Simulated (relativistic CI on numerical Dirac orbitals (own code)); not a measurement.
# Energy levels of Nb XIII

Computed by Dirac-Coulomb-Breit CI, KLI orbitals optimised for each configuration, QED by a radiative potential, unscaled Slater integrals (own radial code, finite nucleus).

Configurations in the expansion (outside the closed core [Ar]): 3d¹⁰4s, 3d¹⁰4p, 3d¹⁰4d, 3d¹⁰4f, 3d¹⁰5s, 3d¹⁰5p, 3d¹⁰5d, 3d¹⁰5f, 3d¹⁰6s, 3d⁹4s², 3d¹⁰5g, 3d¹⁰6p, 3d¹⁰6d, 3d¹⁰6f, 3d¹⁰7s, 3d⁹4s4p, 3d¹⁰8s, 3d⁹4s4d, 3d⁹4s4f, 3d⁹4s5s, 3d⁹4s5p, 3d⁹4s5d, 3d⁹4s5f, 3d⁹4s6s. Double excitations out of closed p, d and f shells are left out; levels of such configurations are missing from the list, as are those of other unlisted configurations, and high levels can miss mixing partners.

The lowest level is 3d¹⁰4s ²S1/2, with 100 % of that term; Hund's rules for 3d¹⁰4s give ²S with J = 1/2, in agreement.

```tsv
No.	Configuration	Term	J	E (cm⁻¹)	%	Next component (%)	jj configuration (%)
1	3d¹⁰4s	²S	1/2	0	100		4s (100)
2	3d¹⁰4p	²P°	1/2	218968	100		4p1/2 (100)
3	3d¹⁰4p	²P°	3/2	245323	100		4p3/2 (100)
4	3d¹⁰4d	²D	3/2	600895	100		4d3/2 (100)
5	3d¹⁰4d	²D	5/2	605152	100		4d5/2 (100)
6	3d¹⁰4f	²F°	7/2	950767	100		4f7/2 (100)
7	3d¹⁰4f	²F°	5/2	950784	100		4f5/2 (100)
8	3d¹⁰5s	²S	1/2	970055	100		5s (100)
9	3d¹⁰5p	²P°	1/2	1064675	100		5p1/2 (100)
10	3d¹⁰5p	²P°	3/2	1075603	100		5p3/2 (100)
11	3d¹⁰5d	²D	3/2	1229903	100		5d3/2 (100)
12	3d¹⁰5d	²D	5/2	1231795	100		5d5/2 (100)
13	3d¹⁰5f	²F°	5/2	1383134	100		5f5/2 (100)
14	3d¹⁰5f	²F°	7/2	1383148	100		5f7/2 (100)
15	3d¹⁰6s	²S	1/2	1402598	100		6s (100)
16	3d¹⁰5g	²G	7/2	1412161	100		5g7/2 (100)
17	3d¹⁰5g	²G	9/2	1412217	100		5g9/2 (100)
18	3d¹⁰6p	²P°	1/2	1451827	100		6p1/2 (100)
19	3d¹⁰6p	²P°	3/2	1457491	100		6p3/2 (100)
20	3d⁹4s²	²D	5/2	1461753	100		3d5/2^5 (100)
21	3d⁹4s²	²D	3/2	1484709	100		3d3/2^3 3d5/2^6 (100)
22	3d¹⁰6d	²D	3/2	1538854	100		6d3/2 (100)
23	3d¹⁰6d	²D	5/2	1539881	100		6d5/2 (100)
24	3d¹⁰6f	²F°	5/2	1620723	100		6f5/2 (100)
25	3d¹⁰6f	²F°	7/2	1620756	100		6f7/2 (100)
26	3d⁹4s4p	⁴P°	5/2	1633437	81	13 ⁴D°	3d5/2^5 4s 4p1/2 (82)
27	3d¹⁰7s	²S	1/2	1634473	100		7s (100)
28	3d⁹4s4p	⁴F°	5/2	1644447	47	42 ²F°	3d5/2^5 4s 4p1/2 (80)
29	3d⁹4s4p	⁴F°	7/2	1646142	68	17 ²F°	3d5/2^5 4s 4p1/2 (75)
30	3d⁹4s4p	⁴P°	3/2	1648231	56	20 ⁴D°	3d5/2^5 4s 4p1/2 (56)
31	3d⁹4s4p	⁴F°	3/2	1658965	84	13 ⁴P°	3d3/2^3 3d5/2^6 4s 4p1/2 (76)
32	3d⁹4s4p	⁴F°	9/2	1660654	100		3d5/2^5 4s 4p3/2 (100)
33	3d⁹4s4p	⁴P°	1/2	1666077	76	16 ⁴D°	3d5/2^5 4s 4p3/2 (41)
34	3d⁹4s4p	²F°	5/2	1669583	53	28 ⁴F°	3d3/2^3 3d5/2^6 4s 4p1/2 (48)
35	3d⁹4s4p	²D°	3/2	1670229	56	21 ²P°	3d3/2^3 3d5/2^6 4s 4p1/2 (42)
36	3d⁹4s4p	⁴D°	7/2	1675028	76	19 ²F°	3d5/2^5 4s 4p3/2 (97)
37	3d⁹4s4p	²D°	5/2	1677207	47	32 ⁴D°	3d5/2^5 4s 4p3/2 (59)
38	3d⁹4s4p	²P°	3/2	1679631	59	26 ⁴D°	3d5/2^5 4s 4p3/2 (45)
39	3d⁹4s4p	²P°	1/2	1681655	82	17 ⁴D°	3d5/2^5 4s 4p3/2 (43)
40	3d⁹4s4p	⁴D°	1/2	1686545	65	23 ⁴P°	3d3/2^3 3d5/2^6 4s 4p3/2 (67)
41	3d⁹4s4p	²F°	7/2	1692321	66	27 ⁴F°	3d3/2^3 3d5/2^6 4s 4p3/2 (98)
42	3d⁹4s4p	⁴D°	3/2	1694866	51	26 ²D°	3d3/2^3 3d5/2^6 4s 4p3/2 (83)
43	3d⁹4s4p	²D°	5/2	1699106	50	37 ⁴D°	3d3/2^3 3d5/2^6 4s 4p3/2 (90)
44	3d⁹4s4p	²P°	3/2	1744037	95	3 ²D°	3d5/2^5 4s 4p3/2 (80)
45	3d⁹4s4p	²F°	7/2	1745285	98	1 ⁴D°	3d5/2^5 4s 4p3/2 (79)
```

Energies count from the lowest computed level; ° marks odd parity. Filled j subshells are mostly left out of the jj labels.

The mean weight of the leading LS term, summed over parents, in these 45 levels is 87 %, and that of the leading jj configuration (from the same eigenvectors) 88 %.

At this charge energies of transitions that change n are usually good to better than 1 %, and those within a shell (Δn = 0) to a few per cent.

LS names give the leading component of a level, which can be under half, so a name can repeat, a term be missing and a line seem to break the LS rules.
